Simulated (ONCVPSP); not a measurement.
## Before and after: ONCV potential for zinc

zinc, optimised norm-conserving Vanderbilt (ONCV), made with ONCVPSP 4.0.1 (LDA (Perdew-Wang 92), fully relativistic). Core [Ne] 3s2, reference 3p6 3d10 4s1 (charge +1). Waves: 4s: rc 2.05 bohr, ncon 5, nbas 10, qcut 4.1 1/bohr, 2 projectors, debl 1.9 Ha; 3p: rc 0.90 bohr, ncon 4, nbas 9, qcut 13.5 1/bohr, 1 projector; 3d: rc 1.00 bohr, ncon 3, nbas 8, qcut 16 1/bohr, 2 projectors, debl 2.9 Ha. Local part: polynomial inside 0.80 bohr (lpopt 5, dvloc0 2 Ha). Core correction: Teter function, fcfact 5, rcfact 1.8.

Open shells are filled in proportion to 2j + 1.

All-electron outer shells of the reference configuration (LDA (PZ), scalar-relativistic, ld1.x):

```
shell  level (eV)  outermost node (bohr)  outermost maximum (bohr)
   3s     -138.38                   0.28                      0.59
   3p      -93.02                   0.25                      0.59
   3d      -20.12                      –                      0.56
   4s      -14.35                   0.85                      1.99
```

Change: d: qcut 18.

Cutoffs: the cutoffs (Ha) at which the residual kinetic energy of the hardest occupied pseudo-wave falls to 1 and 0.1 mHa per electron; they do not see the model core or the augmentation charge, which bear on the density cutoff. Errors are all-electron minus pseudo energies relative to the spin-unpolarised reference configuration.

Problem. Predict the effect on cutoff, ghosts and configuration errors.

Solution. The potential gets harder (97 Ha and 109 Ha → 111 Ha and 126 Ha); both files keep a bound ghost (s); the errors of the 4 common tests hardly move. The waves are optimised to have the least kinetic energy above qcut, so the cutoff follows it (qcut²/2 in Ha).

| quantity | base | changed |
| --- | --- | --- |
| cutoff, loose | 97 Ha | 111 Ha |
| cutoff, tight | 109 Ha | 126 Ha |
| loose cutoff by channel | s 6.7 Ha, p 50 Ha, d 97 Ha | s 6.7 Ha, p 50 Ha, d 111 Ha |
| bound ghosts | s | s |
| GHOST(+) flags under 300 eV | none | none |
| error for 3p6 3d10 4s2, meV [ΔE -10.18 eV] | -6.3 | -6.6 |
| error for 3p6 3d10 4s0, meV [ΔE 18.76 eV] | -14 | -14 |
| error for 3p6 3d9 4s0, meV [ΔE 59.66 eV] | +61 | +61 |
| error for 3p6 3d9 4s2 4p1, meV [ΔE 2.18 eV] | -115 | -119 |
| s: phases at 2.08 bohr within 0.05 rad from the reference energy up to (Ha; the scan ends near 5) | 3.2 | 3.2 |
| p3/2: phases at 0.91 bohr within 0.05 rad from the reference energy up to (Ha; the scan ends near 5) | to the end of the scan | to the end of the scan |
| p1/2: phases at 0.91 bohr within 0.05 rad from the reference energy up to (Ha; the scan ends near 5) | 4.3 | 4.3 |
| d5/2: phases at 1.02 bohr within 0.05 rad from the reference energy up to (Ha; the scan ends near 5) | to the end of the scan | to the end of the scan |
| d3/2: phases at 1.02 bohr within 0.05 rad from the reference energy up to (Ha; the scan ends near 5) | to the end of the scan | to the end of the scan |
| rms error of d²Exc/dni dnj with the model core, mHa | 5.51 | 5.48 |

 A true bound ghost makes a file unfit for plane-wave use even where its test errors are small: the radial tests pick states by their node count and pass the ghost by.
